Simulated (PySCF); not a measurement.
C3H11NOSi2.
Numbering: `[NH2:1][Si@@H:2]([O:3][SiH3:4])[CH:5]1[CH2:6][CH2:7]1`

Geometry (GFN2-xTB, Å), atoms numbered from 1 in this order:
```
atom  x, y, z in Å
N1     0.4928    2.0577   -0.4675
Si2    0.2712    0.4273   -0.9780
O3     1.6662   -0.3589   -0.7097
Si4    3.0566   -0.6586    0.0534
C5    -1.1231   -0.2706    0.0670
C6    -2.0487   -1.3093   -0.4998
C7    -2.5441    0.0789   -0.2720
H8     1.3286    2.5424   -0.7507
H9    -0.2920    2.6871   -0.4621
H10    0.0595    0.1957   -2.4113
H11    2.8084   -0.7904    1.4885
H12    3.9669    0.4581   -0.2128
H13    3.5265   -1.9051   -0.5461
H14   -0.9160   -0.3734    1.1262
H15   -1.8929   -1.6342   -1.5176
H16   -2.4025   -2.0939    0.1532
H17   -2.7235    0.7022   -1.1356
H18   -3.2425    0.2513    0.5340
```

Definitions: NICS(0) = −σiso at the ring centroid; NICS(1) = −σiso and NICS(1)zz = −σzz at ±1 Å along the ring normal z. Level: GIAO PBE0/pcSseg-1 (PySCF, non-relativistic, gas phase) on the GFN2-xTB geometry, one conformer.

Ring bond lengths (Å), with Mayer bond orders in brackets: C5–C6 1.502 (0.95), C6–C7 1.492 (0.97), C7–C5 1.502 (0.95).

Problem. What do the NICS probes read (ppm)?

Solution. 
```json
{"ring": "C5–C6–C7", "type": "3-membered carbocycle; formal bonds all single", "NICS(0)": "-45.2", "NICS(1), two faces": "-9.5 / -8.5", "NICS(1)zz, two faces": "-23.6 / -24.2", "rms pucker (Å)": "0.00", "centre to ring atoms, mean (Å)": "0.87"}
```

Problem. What do they say, and how far can they be read as aromaticity?

Solution. 
- C5–C6–C7: mean NICS(1)zz -23.9 ppm, shielded. C5, C6, C7 have four or more neighbours, and the NICS criterion for π rings isn't applied. NICS(0) lies 36 ppm below the mean NICS(1).

Problem. What are the shieldings of the ring atoms and their hydrogens in the same run (means over atoms taken as equivalent)?

Solution. 
```csv
atoms,environment,σ isotropic (ppm),"principal values of the symmetric part, first atom (ppm)"
C5,sp3 carbon bound to silicon,187.5,"155.4, 179.3, 227.7"
C6,three-membered-ring carbon,185.8,"159.5, 178.4, 219.5"
C7,three-membered-ring carbon,187.6,"161.8, 181.6, 219.3"
H14,methine hydrogen,31.86,"25.1, 28.8, 41.7"
H15,methylene hydrogen,31.51,"25.6, 28.3, 40.7"
H16,methylene hydrogen,31.19,"25.3, 26.5, 41.7"
H17,methylene hydrogen,31.77,"25.8, 28.8, 40.7"
H18,methylene hydrogen,31.22,"25.4, 26.5, 41.8"
```

Time: 51 s; peak memory 0.84 GiB. Hardware: an Arm Neoverse N1 with one thread, no GPU, shared host with 64 logical CPUs at a one-minute load of 55. This is the whole shielding run at PBE0/pcSseg-1, SCF included.
